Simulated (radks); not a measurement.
The mean radii <r> (bohr) of the occupied orbitals of an atom or ion are listed with their occupations. Method: scalar-relativistic Kohn-Sham, BLYP, spin-polarised, spherical densities, finite nucleus; Fermi nuclear charge, rms radius of each element as measured or else 0.836 A^(1/3) + 0.57 fm; computed with a radial shooting solver on a logarithmic mesh with Libxc functionals.

orbital  occ.      <r>
1s up       1  0.04149
1s down     1  0.04149
2s up       1   0.1835
2s down     1   0.1835
2p up       3   0.1601
2p down     3   0.1601
3s up       1   0.5296
3s down     1   0.5295
3p up       3   0.5393
3p down     3   0.5390
3d up       5   0.5507
3d down     5   0.5497
4s up       1    1.396
4s down     1    1.395
4p up       1    1.542

Name the element and its charge. Open shells, if any, are filled with parallel spins first.

Answer. Z = 36, krypton, charge +5: Kr5+ in [Ar] 3d10 4s2 4p1. The 1s radius gives Z: for a bare nucleus <r> = (2 gamma + 1)/(2Z) with gamma = sqrt(1 - (Z/c)^2), 0.04069 bohr for Z = 36, and screening makes it slightly larger (0.04149 here). The occupations add up to 31, and the charge is Z minus that.
